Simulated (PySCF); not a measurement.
A structure optimised at PBE-D3(BJ)/def2-SVP, used in a PySCF frequency run:

```xyz
4

Ga     0.0000     0.0000     0.0000
I     -2.4955     0.0000     0.0000
I      1.2478     2.1612     0.0000
I      1.2478    -2.1612     0.0000
```
Charge 0, spin multiplicity 1.

Q: Write its SMILES, formula and point group.

A: [I][Ga]([I])[I], GaI3, D3h

Q: What are its rotational constants (standard atomic weights)?

A: 0.42630, 0.42630, 0.21315 GHz
